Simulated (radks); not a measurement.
Question: All-electron atom: Ca II in [Ar] 4s1. Calculated with a radial shooting solver on a logarithmic mesh with Libxc functionals: non-relativistic Kohn-Sham, exchange-only LDA, spin-polarised, spherical densities, point nucleus; open shells are filled with parallel spins first. Some entries of the table are withheld. Estimate them.

orbital  occ.  eigenvalue (hartree)  <r^2> (bohr^2)
1s up       1             -144.0989        0.008074
1s down     1             -144.0978        0.008074
2s up       1             -15.23069          0.1604
2s down     1             -15.22948          0.1604
2p up       3                   (1)          0.1342
2p down     3                   (2)          0.1342
3s up       1              -1.90372           1.574
3s down     1              -1.89975           1.563
3p up       3              -1.22917           1.934
3p down     3              -1.22294           1.898
4s up       1                   (3)           14.89
4s down     0                   (4)           15.13

Answer: 
(1) 2p up eigenvalue (hartree): -12.46783
(2) 2p down eigenvalue (hartree): -12.46674
(3) 4s up eigenvalue (hartree): -0.32581
(4) 4s down eigenvalue (hartree): -0.24789
